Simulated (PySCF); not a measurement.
Si(F)(NMe2) (C2H6FNSi), SMILES CN(C)[Si]F (connectivity only; charge and spin as stated), neutral, multiplicity 1. Geometry: PBE0-D3(BJ)/def2-SVP. The values are those of a single conformer.

The numbers are results of PBE0-D3(BJ)/def2-SVP (PySCF 2.14.0), not measurements.

Harmonic wavenumbers (cm⁻¹): 141, 215, 228, 254, 315, 340, 406, 687, 829, 1023, 1083, 1105, 1166, 1264, 1320, 1421, 1448, 1448, 1470, 1471, 1500, 3011, 3018, 3084, 3091, 3125, 3182. Rotational constants (GHz): 6.966, 3.046, 2.178; symmetry number 1.

### Question
Work out the zero-point energy and the ideal-gas rigid-rotor harmonic-oscillator thermochemistry at 298.15 K and 1 atm.

### Answer
ZPE = ½ Σ hcν = ½ × 37645 cm⁻¹ = 225.17 kJ/mol. H − E(el) = 244.60 kJ/mol. Entropy in J/(mol K): translation 165.03, rotation 110.23, vibration 53.50, total 328.75. G − E(el) = 146.58 kJ/mol. Cp = 97.77 J/(mol K). Modes under 150 cm⁻¹ make the vibrational entropy uncertain.
